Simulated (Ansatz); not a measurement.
Computed with Ansatz on PBE0-D4/def2-TZVP structures; ΔE is electronic, products minus reactants. CCSD(T)/CBS adds triple-zeta CCSD(T) − MP2 to the extrapolated MP2 energy (def2 sets, frozen cores). This one scheme is used for every species. DFT in def2-TZVPP. B3LYP here is the variant with VWN-RPA as its local correlation; programs differ in this. One conformer a species, not always the lowest.

Reaction (cleavage of the B–B bond): `CBB([SiH3])Cl` + H₂S → `CBS` + `[SiH3]BCl`

`CBB([SiH3])Cl`:

Z-matrix (Å, degrees):
```
C
B 1 1.560
H 1 1.091 2 116.3
H 1 1.093 2 113.2 3 128.7
H 1 1.102 2 104.3 3 -117.6
B 2 1.653 1 125.1 3 13.5
H 2 1.206 1 117.5 3 -166.4
Cl 6 1.757 2 120.8 1 88.0
Si 6 2.029 2 122.9 1 -91.6
H 9 1.489 6 112.8 2 -5.9
H 9 1.491 6 108.4 2 113.9
H 9 1.489 6 110.2 2 -127.5
```

H₂S:

Cartesian coordinates in Å:
```
S -0.249 0.517 0.234
H -0.248 -0.769 0.615
H 0.498 0.252 -0.849
```

`CBS`:

Z-matrix (Å, degrees):
```
C
B 1 1.558
H 1 1.096 2 109.5
H 1 1.096 2 109.6 3 115.0
H 1 1.092 2 115.2 3 -122.5
S 2 1.782 1 119.7 3 122.5
H 2 1.195 1 121.8 3 -57.5
H 6 1.343 2 98.9 1 -180.0
```

`[SiH3]BCl`:

```xyz
7

Si    0.670   -0.352   -0.423
B    -0.808    0.512    0.642
Cl   -2.476    0.359    0.174
H     1.606    0.708   -0.893
H     0.172   -1.116   -1.595
H     1.437   -1.268    0.468
H    -0.602    1.157    1.626
```

```tsv
level	ΔE (kJ/mol)	difference from CCSD(T)/CBS
PBE-D4	-98.5	4.3
r2SCAN-D4	-102.1	0.7
PBE0-D4	-99.7	3.1
ωB97X-V	-101.0	1.8
ωB97M-V	-103.1	-0.3
r2SCAN	-103.3	-0.5
PBE0	-102.5	0.3
B3LYP	-103.2	-0.4
SCS-MP2/def2-TZVPP	-108.9	-6.1
CCSD/def2-TZVPP	-103.0	-0.2
CCSD(T)/def2-TZVPP	-104.6	-1.8
HF/def2-QZVPP	-104.6	-1.8
MP2/def2-QZVPP	-109.4	-6.6
HF/CBS(def2)	-104.5	-1.7
MP2/CBS(def2)	-109.0	-6.2
CCSD/CBS(def2)	-101.3	1.5
CCSD(T)/CBS	-102.8	0
```

Largest T1 diagnostic among the species: 0.014.

The D4 term adds +4.1 kJ/mol with B3LYP and +2.8 kJ/mol with PBE0; it sums over pairs of atoms, weighted by their polarisabilities, and B3LYP, whose exchange is more repulsive, gets the larger term.
